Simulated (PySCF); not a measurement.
Computed shifts of a molecule C2H3ClF2Si, PBE/pcSseg-1 (PySCF), GIAO, gas phase, atoms alike by connectivity averaged where their shifts nearly agree, in ppm (number of nuclei): ¹⁹F: -93.6 (1), -169.4 (1). ¹³C: 172.5 (1), 107.9 (1). ²⁹Si: 0.9 (1). ¹H: 7.36 (1), 6.32 (1), 5.10 (1). References: ¹⁹F against CFCl3 (σ = 133.6 ppm); ¹³C against TMS (σ = 182.0 ppm); ²⁹Si against TMS (σ = 335.4 ppm); ³⁵Cl against HCl (σ = 936.5 ppm); ¹H against TMS (σ = 31.49 ppm), references at their B3LYP-D3(BJ)/def2-TZVP geometries, non-relativistic (without spin–orbit terms, shifts of atoms bonded to Cl or Br come out too high). Geometry: PBE0-D3(BJ)/def2-SVP. Other conformers were not sampled.

Question: Which structure fits?
A. F[SiH2]/C(F)=C\Cl
B. F[SiH](F)/C=C\Cl
C. C=C(F)[Si@@H](F)Cl
D. F/C=C\[Si@H](F)Cl

Answer: D, F/C=C\[Si@H](F)Cl
